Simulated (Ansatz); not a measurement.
Geometry optimisation, DFT PBE, scalar-relativistic, plane waves, PAW in Ansatz.

Input:

```yaml
crystal:
  lattice:
    - [7.398, 0.0, 0.0]
    - [-3.699, 6.406856, 0.0]
    - [0.0, 0.0, 11.0]
  atoms:
    - { symbol: C, position: [0.0, 0.0, 0.0909091] }
    - { symbol: C, position: [0.2222222, 0.1111111, 0.0909091] }
    - { symbol: C, position: [0.0, 0.3333333, 0.0909091] }
    - { symbol: C, position: [0.2222222, 0.4444444, 0.0909091] }
    - { symbol: C, position: [0.0, 0.6666667, 0.0909091] }
    - { symbol: C, position: [0.2222222, 0.7777778, 0.0909091] }
    - { symbol: C, position: [0.3333333, 0.0, 0.0909091] }
    - { symbol: C, position: [0.5555556, 0.1111111, 0.0909091] }
    - { symbol: C, position: [0.3333333, 0.3333333, 0.0909091] }
    - { symbol: C, position: [0.5555556, 0.4444444, 0.0909091] }
    - { symbol: C, position: [0.3333333, 0.6666667, 0.0909091] }
    - { symbol: C, position: [0.5555556, 0.7777778, 0.0909091] }
    - { symbol: C, position: [0.6666667, 0.0, 0.0909091] }
    - { symbol: C, position: [0.8888889, 0.1111111, 0.0909091] }
    - { symbol: C, position: [0.6666667, 0.3333333, 0.0909091] }
    - { symbol: C, position: [0.8888889, 0.4444444, 0.0909091] }
    - { symbol: C, position: [0.6666667, 0.6666667, 0.0909091] }
    - { symbol: C, position: [0.8888889, 0.7777778, 0.0909091] }
    - { symbol: Au, position: [0.6927326, 0.8668647, 0.27], spin: 1.0 }
magnetization:
  spin_polarized: true
basis:
  ecutwfc: 420.0
kpoints:
  mp_grid: { grid: [2, 2, 1] }
hamiltonian:
  xc: pbe
scf:
  occupations: { method: gaussian, width: 0.02 }
  lower_state_search: "off"
relax:
  f_tol: 0.03
  max_steps: 60
  adjacent_minimum: "off"
```

Command:

```bash
$ ansatz run input.yaml --threads 2 --pin off --max-ram 5120MiB --backend cpu --events-out ev --progress --plain --runs-dir out
```

**Question.** Where does it end, and by what steps?

**Answer.** It converged. Limits of this set-up: slab without dipole correction, a typed lattice constant that wasn't relaxed here. After 7 steps the energy has fallen by 0.976 eV; Au19 moved furthest, 0.99 Å. Parted: C13–Au19 (2.25 → 2.86 Å), C17–Au19 (2.41 → 2.86 Å).

```json
{"step": "0", "energy less start (eV)": "0.0000", "largest force component (eV/Å)": "3.480", "accepted": "yes"}
{"step": "1", "energy less start (eV)": "-0.5403", "largest force component (eV/Å)": "1.624", "accepted": "yes"}
{"step": "2", "energy less start (eV)": "-0.7827", "largest force component (eV/Å)": "0.647", "accepted": "yes"}
{"step": "3", "energy less start (eV)": "-0.8888", "largest force component (eV/Å)": "0.199", "accepted": "yes"}
{"step": "4", "energy less start (eV)": "-0.9382", "largest force component (eV/Å)": "0.141", "accepted": "yes"}
{"step": "5", "energy less start (eV)": "-0.9687", "largest force component (eV/Å)": "0.093", "accepted": "yes"}
{"step": "6", "energy less start (eV)": "-0.9758", "largest force component (eV/Å)": "0.046", "accepted": "yes"}
{"step": "7", "energy less start (eV)": "-0.9760", "largest force component (eV/Å)": "0.008", "accepted": "yes"}
```

```xyz
19
Lattice="7.3980 0.0000 0.0000 -3.6990 6.4069 0.0000 0.0000 0.0000 11.0000" Properties=species:S:1:pos:R:3
C 0.036 0.030 0.956
C 1.269 0.742 0.949
C -1.198 2.166 0.935
C 0.034 2.876 0.956
C -2.430 4.300 0.935
C -1.199 5.012 0.956
C 2.502 0.030 0.956
C 3.735 0.744 0.956
C 1.269 2.165 0.956
C 2.504 2.876 0.956
C 0.024 4.294 1.012
C 1.269 5.013 1.152
C 4.968 0.044 1.011
C 6.201 0.744 0.956
C 3.736 2.166 0.935
C 4.968 2.878 0.938
C 2.514 4.294 1.011
C 3.737 5.012 0.956
Au 1.270 5.014 3.489
```

Whether the end is a true minimum wasn't checked by a vibrational analysis.

The run took 98 s on 2 threads of Intel(R) Xeon(R) Platinum 8259CL CPU @ 2.50GHz (Skylake/Cascade Lake), with other jobs on the host, peak memory 1.1 GiB.
